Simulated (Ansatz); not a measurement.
Consider the atomization: `[NH2][Sn]([F])([F])[Cl]` → Cl• + 2 F• + 2 H• + N• + Sn•.

Calculated with Ansatz (gas phase, PBE0-D4/def2-TZVP geometries, no zero-point term in ΔE). CCSD(T)/CBS adds triple-zeta CCSD(T) − MP2 to the extrapolated MP2 energy (def2 sets, frozen cores). This one scheme is used for every species, atoms too. For atomizations the MP2-based limit and the directly extrapolated one differ by several kJ/mol either way, and by 10 to 25 for some Ge, Se and Sn compounds, so smaller differences from it don't rank the levels. Functionals use def2-TZVPP. No spin–orbit coupling; open shells (•) take unrestricted orbitals. Spin–orbit coupling would lower the free atoms: a little for Cl, F; strongly for Sn. Elements past krypton have def2 core potentials. Bonds to Sn are less sure, by a few kJ/mol each and by 10 to 20 or more in all where they break to atoms, as the def2 sets lack core-valence functions. Each species was taken in one conformer, which may not be the lowest.

| level | ΔE (kJ/mol) | difference from CCSD(T)/CBS |
| --- | --- | --- |
| revPBE-D4 | 2228.8 | -55.9 |
| B2PLYP | 2213.3 | -71.4 |
| PBE-QIDH | 2204.2 | -80.5 |
| revPBE | 2188.0 | -96.7 |
| LC-ωPBE | 2245.5 | -39.2 |
| HF/def2-SVP | 1384.5 | -900.2 |
| CCSD(T)/def2-SVP | 2018.1 | -266.6 |
| MP2/def2-TZVPP | 2252.1 | -32.6 |
| SCS-MP2/def2-TZVPP | 2216.1 | -68.6 |
| HF/CBS(def2) | 1467.5 | -817.2 |
| CCSD(T)/CBS | 2284.7 | 0 |

Largest T1 diagnostic among the species: 0.013.

Leaving LDA and LC-ωPBE aside and taking each functional with its dispersion term where it has one, the values, not all of them listed here, spread over 200.0 kJ/mol, from BHLYP-D4 to PBE-D4. LDA lies +356.4 kJ/mol from PBE without D4, its usual overbinding. From BLYP to BHLYP (50 % exact exchange), in def2-TZVPP and without D4, ΔE moves by −134.2 kJ/mol: exact exchange takes away binding that semilocal exchange gives to molecules.
